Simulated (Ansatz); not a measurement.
Mulliken charges of CH₄ClFOSn, SMILES `O[CH2][SnH]([F])[Cl]` from ωB97M-V/def2-TZVPP in Ansatz (PBE0-D4/def2-TZVP geometry).

```csv
atom,x (Å),y (Å),z (Å),charge (e)
O1,-0.051,0.962,1.547,-0.310
C2,-0.647,0.044,0.657,-0.314
Sn3,0.763,-0.263,-0.929,1.020
F4,0.922,-2.167,-1.125,-0.482
Cl5,-0.177,0.421,-2.937,-0.346
H6,-0.657,1.133,2.273,0.181
H7,-0.838,-0.933,1.113,0.161
H8,-1.574,0.420,0.211,0.154
H9,2.346,0.338,-0.827,-0.063
```

Problem. By hand: the dipole of these point charges (1 e Å = 4.8032 D).

Solution. Σ q r = (-0.030, 0.417, 0.600) e Å, of length 0.731 e Å = 3.51 D.

Problem. How does the dipole of the full density compare? (Estimate.)

Solution. Computed: (-0.245, 0.350, 0.698) e Å, 3.93 D; the point charges give 0.89 times that, at 17° from its direction.

Point charges leave out the atoms' own dipoles, such as those of lone pairs, and Mulliken's split depends on the basis, so the close match here is no proof of good charges.
